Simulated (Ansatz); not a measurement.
Sn31PH44, 76 atoms. Hardware: 11 threads of AMD EPYC 7R13 on a shared host and a whole NVIDIA H100 80GB HBM3.

In the def2 sets Sn takes a core potential; there is no spin–orbit coupling. Single mean-field runs in def2-SVP are fitted with def2-universal-jkfit.

Task: How many basis functions does each of these Ansatz runs have, and roughly what does it cost? B97M-V/def2-SVP, charge 1 singlet at the geometry of the charge 0 doublet, energy, from earlier orbitals; PBE0-D4/def2-SVP, charge -1 singlet at the geometry of the charge 0 doublet, energy; r2SCAN-D4/def2-SVP, charge 0 doublet, relaxation, 34 steps; PBE0-D4/def2-SVP, charge 0 doublet, energy and forces, from earlier orbitals; PBE-D4/def2-SVP, charge 0 doublet, energy, from earlier orbitals; r2SCAN-D4/def2-SVP, charge 0 doublet, energy, from earlier orbitals; B97M-V/def2-SVP, charge 0 doublet, energy and forces, from earlier orbitals; B97M-V/def2-SVP, charge -1 singlet at the geometry of the charge 0 doublet, energy, from earlier orbitals; PBE-D4/def2-SVP, charge 1 singlet at the geometry of the charge 0 doublet, energy, from earlier orbitals; PBE0-D4/def2-SVP, charge 1 singlet at the geometry of the charge 0 doublet, energy; PBE-D4/def2-SVP, charge -1 singlet at the geometry of the charge 0 doublet, energy, from earlier orbitals.

Result: Other jobs shared the machine, so times can vary by a factor of up to 3.

| run | functions | fitting or Cholesky vectors | wall time | peak host memory (GiB) |
| --- | --- | --- | --- | --- |
| PBE-D4/def2-SVP, charge -1 singlet at the geometry of the charge 0 doublet, energy, from earlier orbitals | 1044 | 7678 | 11 s | 1.9 |
| PBE-D4/def2-SVP, charge 1 singlet at the geometry of the charge 0 doublet, energy, from earlier orbitals | 1044 | 7678 | 11 s | 1.9 |
| PBE-D4/def2-SVP, charge 0 doublet, energy, from earlier orbitals | 1044 | 7678 | 14 s | 2 |
| PBE0-D4/def2-SVP, charge 1 singlet at the geometry of the charge 0 doublet, energy | 1044 | 7678 | 16 s | 1.9 |
| B97M-V/def2-SVP, charge 1 singlet at the geometry of the charge 0 doublet, energy, from earlier orbitals | 1044 | 7678 | 16 s | 2.4 |
| B97M-V/def2-SVP, charge -1 singlet at the geometry of the charge 0 doublet, energy, from earlier orbitals | 1044 | 7678 | 17 s | 2.4 |
| PBE0-D4/def2-SVP, charge -1 singlet at the geometry of the charge 0 doublet, energy | 1044 | 7678 | 18 s | 1.9 |
| r2SCAN-D4/def2-SVP, charge 0 doublet, energy, from earlier orbitals | 1044 | 7678 | 18 s | 2.6 |
| B97M-V/def2-SVP, charge 0 doublet, energy and forces, from earlier orbitals | 1044 | 7678 | 28 s | 4 |
| PBE0-D4/def2-SVP, charge 0 doublet, energy and forces, from earlier orbitals | 1044 | 7678 | 44 s | 21 |
| r2SCAN-D4/def2-SVP, charge 0 doublet, relaxation, 34 steps | 1044 | 7678 | 7 min | 2.3 |
